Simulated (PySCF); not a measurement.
Problem. What does the PBE0-D3(BJ)/def2-SVP structure of 1,2,4,5-tetrafluorobenzene (`Fc1cc(F)c(F)cc1F`) look like in three dimensions?

Solution. 
Z-matrix in Å and degrees, rows numbered from 1:
```
F 
C   1  1.3251
C   2  1.3887  1  120.31
C   3  1.3890  2  119.62  1  -179.97
F   4  1.3248  3  120.35  2   179.95
C   4  1.3950  3  120.17  2    -0.03
F   6  1.3250  4  119.42  3  -179.97
C   6  1.3889  4  120.23  3     0.03
C   8  1.3888  6  119.58  4    -0.03
F   9  1.3248  2  119.47  1    -0.04
H   3  1.0907  2  120.21  1    -0.00
H   8  1.0907  6  120.21  4  -180.00
```

All 4 C–F bonds measure 1.325 Å. The 6-membered ring C2–C3–C4–C6–C8–C9 has internal angles of 119.6° to 120.2°; it is planar, 0.00 Å rms from its mean plane, widest ring torsion 0°. The 10 heavy atoms lie in one plane (0.000 Å rms).

The calculation used PBE0-D3(BJ)/def2-SVP geometry optimisation, gas phase (PySCF 2.14.0).

Point group: D2h (every atom within 0.08 Å of its image). No frequency check.
